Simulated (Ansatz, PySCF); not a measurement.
This singlet lies 2.52 eV below the relaxed triplet at the level composite: frozen-core CCSD(T) with HF/cc-pV5Z and the correlation energy extrapolated as X^-3 from cc-pVQZ and cc-pV5Z, plus CCSDT(Q) minus CCSD(T) in cc-pVTZ // B3LYP-D3(BJ)/def2-TZVP (Ansatz, a first-principles code).

Cartesian coordinates (Å):
```xyz
2

B      0.8607     0.0000     0.0000
Cl    -0.8607     0.0000     0.0000
```
Charge 0, multiplicity 1.

Question: Estimate the total energy, HOMO, dipole moment, HOMO–LUMO gap and LUMO that PBE-D3(BJ)/def2-TZVP // B3LYP-D3(BJ)/def2-TZVP run with PySCF 2.14.0 returns for this input.

Answer: 
- total energy = -484.7728 Ha
- HOMO = -6.25 eV
- dipole moment = 1.72 D
- HOMO–LUMO gap = 3.33 eV
- LUMO = -2.93 eV
